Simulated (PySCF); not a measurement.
Basis-set dependence of Sn₂ at r²SCAN

PySCF, UKS reference; triplet, unpaired electrons π ↑↑; De to Sn + Sn without counterpoise correction.

```csv
basis,relativity,functions,Re (Å),ωe (cm⁻¹),De (eV)
cc-pVDZ-PP,scalar-relativistic core potentials,46,2.774,191,2.45
def2-SVP,scalar-relativistic core potentials,52,2.772,191,2.45
x2c-TZVPPall,spin-free X2C,120,2.764,192,2.55
```

Q: How does each smaller set differ from the one with most functions, x2c-TZVPPall?

A: cc-pVDZ-PP: +1.0 pm, -0.5 % in ωe, -0.10 eV in De; def2-SVP: +0.8 pm, -0.5 % in ωe, -0.10 eV in De. All at r²SCAN; the set with most functions is neither the basis-set limit nor always the best. The rows treat relativity differently, so the differences are not basis effects alone.

Spin–orbit coupling is left out, which matters for elements this heavy, above all for dissociation energies. The state is the lowest determinant that a PBE0 search found; another state may lie lower at other levels.
